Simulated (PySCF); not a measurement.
Molfile (atoms numbered from 1):
```
C3H7BSi
     RDKit          3D

 12 11  0  0  0  0  0  0  0  0999 V2000
   -2.1616    0.7621    0.6364 B   0  0  0  0  0  0  0  0  0  0  0  0
   -1.2154   -0.5216   -0.5890 Si  0  0  0  0  0  4  0  0  0  0  0  0
    0.3872   -0.8257    0.3609 C   0  0  0  0  0  0  0  0  0  0  0  0
    1.5072   -0.2148    0.0615 C   0  0  0  0  0  0  0  0  0  0  0  0
    2.6088    0.4055   -0.2758 C   0  0  0  0  0  0  0  0  0  0  0  0
   -2.6512    0.3613    1.6674 H   0  0  0  0  0  0  0  0  0  0  0  0
   -2.1613    1.9548    0.4403 H   0  0  0  0  0  0  0  0  0  0  0  0
   -1.9387   -1.8229   -0.7574 H   0  0  0  0  0  0  0  0  0  0  0  0
   -0.8756    0.0242   -1.9377 H   0  0  0  0  0  0  0  0  0  0  0  0
    0.3700   -1.4971    1.2307 H   0  0  0  0  0  0  0  0  0  0  0  0
    2.8575    1.3856    0.1435 H   0  0  0  0  0  0  0  0  0  0  0  0
    3.3149   -0.0418   -0.9829 H   0  0  0  0  0  0  0  0  0  0  0  0
  1  2  1  0
  2  3  1  0
  3  4  2  0
  4  5  2  0
  1  6  1  0
  1  7  1  0
  2  8  1  0
  2  9  1  0
  3 10  1  0
  5 11  1  0
  5 12  1  0
M  END
```

Geometry: PBE0-D3(BJ)/def2-SVP; GIAO absolute shieldings from PySCF 2.14, gas phase, non-relativistic, averaged over equivalent atoms.

At LC-wPBE/pcSseg-2 (285 basis functions, 53 s wall time on 1 thread of an Arm Neoverse V1, shared host):
```
  atoms  σ (ppm)
     B1    -23.5
    Si2    415.5
     C4    -51.9
     C5    112.2
     C3    112.4
  H6/H7    21.20
    H10    26.61
H11/H12    26.76
  H8/H9    27.01
```

Task: What do these become at wB97X-D/pcSseg-2?

Result: 
```json
{"atoms": "B1", "σ at wB97X-D/pcSseg-2": "-7.4", "change": "+16.1"}
{"atoms": "Si2", "σ at wB97X-D/pcSseg-2": "409.3", "change": "-6.2"}
{"atoms": "C4", "σ at wB97X-D/pcSseg-2": "-51.5", "change": "+0.4"}
{"atoms": "C5", "σ at wB97X-D/pcSseg-2": "111.7", "change": "-0.5"}
{"atoms": "C3", "σ at wB97X-D/pcSseg-2": "112.0", "change": "-0.4"}
{"atoms": "H6/H7", "σ at wB97X-D/pcSseg-2": "21.82", "change": "+0.62"}
{"atoms": "H10", "σ at wB97X-D/pcSseg-2": "26.67", "change": "+0.06"}
{"atoms": "H11/H12", "σ at wB97X-D/pcSseg-2": "26.80", "change": "+0.04"}
{"atoms": "H8/H9", "σ at wB97X-D/pcSseg-2": "26.99", "change": "-0.02"}
```

The largest change is at B1 (boron bonded to Si, 2 H). Cost: 285 basis functions, 41 s wall time on 1 thread of an Arm Neoverse V1, shared host. The order of the carbon signals is the same at both levels.
